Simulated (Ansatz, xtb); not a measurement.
BClHN2+: where a starting geometry ends

The starting geometry of this gas-phase singlet has its atoms placed at random.

```xyz
5

B    -0.6823    0.0965   -1.6224
Cl   -1.7820    0.6191    0.3096
N     1.1428   -0.6407   -0.6116
N     1.0493   -1.1403    1.2464
H    -1.0414    1.4405    0.0430
```

Guess where an optimisation with r2SCAN-D4/def2-SVP ends from this start.

It ends as a structure with Cl2 bridging B1 and H5, given below by its coordinates. Distances that change by over a tenth: Cl2–H5 (1.14 → 1.35 Å). Contacts that close: B1–Cl2 (2.28 → 1.83 Å), B1–N3 (2.21 → 1.47 Å), N3–N4 (1.93 → 1.13 Å).

The energy falls by 11.46 eV over 30 steps:

```
step  E − E(last) (eV)
   1            11.456
   4             0.495
   7             0.247
  11             0.152
  14             0.140
  17             0.095
  20             0.077
  24             0.025
  27             0.000
  30             0.000
```

Final geometry (Å):

```xyz
5

B    -0.5165   -0.3934   -1.0428
Cl   -1.6065    0.9768   -0.5002
N     0.5856   -0.6542   -0.1034
N     1.5084   -1.1287    0.3463
H    -1.2846    1.5746    0.6650
```

From the same start GFN2-xTB reaches the same bonding as this run.

From so rough a start the end depends on the optimiser's path, so another program may land elsewhere. The end wasn't checked by frequencies. Run with Ansatz 0.2.0, 2 min on 1 thread of AMD EPYC (Zen 3) (shared host).
